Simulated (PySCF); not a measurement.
## Induced dipoles and field energies

CH9ClSi3.
Cartesian coordinates in Å at the GFN2-xTB level; atoms count from 1:
```
atom  x, y, z in Å
Si1   -1.595    0.843    0.274
C2     0.000    0.081   -0.449
Si3    1.566    0.993    0.137
Si4    0.137   -1.788   -0.158
Cl5   -1.422   -2.741   -1.021
H6    -2.782    0.201   -0.293
H7    -1.630    2.270   -0.056
H8    -1.595    0.670    1.729
H9    -0.056    0.234   -1.532
H10    1.724    0.826    1.583
H11    1.460    2.417   -0.186
H12    2.742    0.441   -0.543
H13    1.345   -2.338   -0.773
H14    0.105   -2.110    1.267
```

Level: B3LYP/def2-SVPD (PySCF); nuclei fixed, core orbitals frozen in the response. Permanent dipole (0.836, 0.986, 0.012) D (1 au = 2.5417 D). Static polarisability (au):

```
x   113.01   5.54   2.26
y     5.54 114.44   6.27
z     2.26   6.27  89.99
```

Only the terms in μ and α are kept: μ(F) = μ + αF and ΔE = −μ·F − ½ F·αF.

Q: What do fields of 0.103 V/Å (0.002 au) along the six axis directions do?

A: 
```json
{"field along": "+x", "induced x (D)": "0.574", "induced y (D)": "0.028", "induced z (D)": "0.011", "total size (D)": "1.737", "−μ·F (kJ/mol)": "-1.727", "−½F·αF (kJ/mol)": "-0.593"}
{"field along": "−x", "induced x (D)": "-0.574", "induced y (D)": "-0.028", "induced z (D)": "-0.011", "total size (D)": "0.993", "−μ·F (kJ/mol)": "+1.727", "−½F·αF (kJ/mol)": "-0.593"}
{"field along": "+y", "induced x (D)": "0.028", "induced y (D)": "0.582", "induced z (D)": "0.032", "total size (D)": "1.791", "−μ·F (kJ/mol)": "-2.037", "−½F·αF (kJ/mol)": "-0.601"}
{"field along": "−y", "induced x (D)": "-0.028", "induced y (D)": "-0.582", "induced z (D)": "-0.032", "total size (D)": "0.904", "−μ·F (kJ/mol)": "+2.037", "−½F·αF (kJ/mol)": "-0.601"}
{"field along": "+z", "induced x (D)": "0.011", "induced y (D)": "0.032", "induced z (D)": "0.457", "total size (D)": "1.405", "−μ·F (kJ/mol)": "-0.025", "−½F·αF (kJ/mol)": "-0.473"}
{"field along": "−z", "induced x (D)": "-0.011", "induced y (D)": "-0.032", "induced z (D)": "-0.457", "total size (D)": "1.337", "−μ·F (kJ/mol)": "+0.025", "−½F·αF (kJ/mol)": "-0.473"}
```

Q: For the field (-0.0016, 0.0008, 0.0010) au, what is the induced dipole, and what angle does it make with the field?

A: αF = (-0.443, 0.226, 0.232) D, at 4.2° to the field. The polarisability along this direction, F·αF/F², is 105.04 au, against a mean of 105.82 au.

Q: Which field along μ doubles the dipole in that direction (linear response)?

A: The polarisability along the dipole is 119.42 au, so F = 0.5086 au / 119.42 au = 0.0043 au = 0.22 V/Å; higher-order terms are ignored.

Q: What field makes μF equal to kT at 100 K?

A: kT = 0.3167 × 10⁻³ Eh, so F = 0.000623 au = 3.2 MV/cm.

Q: A unit point charge sits 8 Å away. Estimate the induction energy −αe²/2R⁴ with the mean polarisability, treating the molecule as a point.

A: R = 15.12 bohr, so the energy is −105.8/(2 × 15.12⁴) Eh = -2.66 kJ/mol. The charge–dipole term at its most favourable orientation, −μe/R², is -5.84 kJ/mol.

Isolated species at its GFN2-xTB geometry (one conformer only).
